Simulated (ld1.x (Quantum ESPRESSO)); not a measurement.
# Which change was made? (Ga, TM semilocal)

- Element: gallium
- Generator: ld1.x (Quantum ESPRESSO) 7.5
- Type: norm-conserving Troullier–Martins (semilocal form)
- Functional: BP86
- Relativity: scalar-relativistic
- Frozen core: [Ar]
- Valence charge: 13
- Reference configuration: 3d10 4s1.5 4p0 (charge +1.5)
- Partial waves: 4s (bound): rc 1.85 bohr; 4p (bound, empty): rc 2.20 bohr; 3d (bound): rc 0.80 bohr
- Local potential: the d channel
- Core correction: Bessel-smoothed model core inside 0.60 bohr

Cutoffs, loose and tight: the cutoffs (Ry, on a coarse ladder) from which the occupation-weighted sum of valence levels, in a spherical-Bessel basis at the reference potential, stays within 10 and 1 mRy of its value at 400 Ry. They do not see the model core or the augmentation charge, which bear on the density cutoff. Test errors are all-electron minus pseudo excitation energies from the reference, over the configurations 3d10 4s2 4p1; 3d10 4s2 4p0; 3d10 4s1 4p0; 3d10 4s0 4p3; 3d10 4s1 4p2; 3d10 4s2 4p0.5; 3d10 4s2 4p1.3; variants that change the core or the reference have their own tests.

The base gives: outcome: generated; bound ghosts: none; largest test error (meV): -3.9.

**Question.** After one change the result is: outcome: generated; bound ghosts: none; largest test error (meV): -14. Which change was it?
A. wave 4s (bound): rc 1.85 bohr becomes 4s (bound): rc 2.18 bohr
B. wave 4s (bound): rc 1.85 bohr becomes 4s (bound): rc 2.50 bohr
C. wave 4s (bound): rc 1.85 bohr becomes 4s (bound): rc 2.80 bohr

**Answer.** A. The others give: wave 4s (bound): rc 1.85 bohr becomes 4s (bound): rc 2.80 bohr → outcome: generated; bound ghosts: none; largest test error (meV): -56 | wave 4s (bound): rc 1.85 bohr becomes 4s (bound): rc 2.50 bohr → outcome: generated; bound ghosts: none; largest test error (meV): -31.
